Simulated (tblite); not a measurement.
Species: C₇H₈N (doublet state).
Bonds: N1–C2, C2–C3, C3–C4 (aromatic), C4–C5 (aromatic), C5–C6 (aromatic), C6–C7 (aromatic), C7–C8 (aromatic), C3–C8 (aromatic). Hydrogens: H9 on N1; H10, H11 on C2; H12 on C4; H13 on C5; H14 on C6; H15 on C7; H16 on C8.

The geometry is computed with GFN2-xTB (gas phase). This method treats the open shell by occupation alone, without spin polarisation.

(1) What internal coordinates does the optimisation give?

Answers

(1) 
```
          bond  length (Å)
         N1–C2       1.395
         C2–C3       1.505
  C3–C4, C3–C8       1.390
  C4–C5, C7–C8       1.383
  C5–C6, C6–C7       1.385
         N1–H9       1.018
C2–H10, C2–H11       1.107
C4–H12, C8–H16       1.081
C5–H13, C7–H15       1.080
        C6–H14       1.080
```

Bonds in one row agree within 0.01 Å and their mean is given. A selection of angles:
```
     angle  degrees
  C2–N1–H9    112.3
  N1–C2–C3    118.7
 N1–C2–H10    106.5
 C3–C2–H10    109.2
 C3–C2–H11    110.8
H10–C2–H11    103.0
  C2–C3–C4    121.0
  C2–C3–C8    120.0
  C4–C3–C8    119.0
  C3–C4–C5    120.4
 C3–C4–H12    119.7
 C5–C4–H12    119.9
  C4–C5–C6    120.2
 C4–C5–H13    119.8
 C6–C5–H13    120.0
  C5–C6–C7    119.8
 C5–C6–H14    120.1
  C3–C8–C7    120.6
```

Torsions: N1–C2–C3–C4 -131° (anticlinal); H9–N1–C2–C3 -1° (synperiplanar). The mirror-image conformer, all signs reversed, is as good.

C5 (carbon bonded to 2 C and H) is planar (angles 120.2°, 120.0° and 119.8°, sum 360.0°, 0.00 Å off the plane of its three neighbours). The 6-membered ring C3–C4–C5–C6–C7–C8 has internal angles of 119.0° to 120.6°; it is planar, 0.00 Å rms from its mean plane, widest ring torsion 0°. The 7 C–C bonds span 1.382 Å (C7–C8, aromatic) to 1.505 Å (C2–C3, drawn single), a spread of 0.123 Å. C6 (carbon bonded to 2 C and H) is planar (angles 120.1°, 120.1° and 119.8°, sum 360.0°, 0.00 Å off the plane of its three neighbours). C4 (carbon bonded to 2 C and H) is planar (angles 120.4°, 119.9° and 119.7°, sum 360.0°, 0.00 Å off the plane of its three neighbours). Of the pairs four or more bonds apart, C8···H9 is among the closest relative to their van der Waals radii: 2.68 Å, 92 % of the sum of Bondi's values. C3 (carbon bonded to 3 C) is planar (angles 121.0°, 120.0° and 119.0°, sum 360.0°, 0.01 Å off the plane of its three neighbours).

Point group: C1 (no symmetry element, even within 0.4 Å). Its GFN2-xTB frequencies are all real (lowest 56 cm⁻¹). Torsions: H–N1–C2–C3 -1°, N1–C2–C3–C4 -131°.
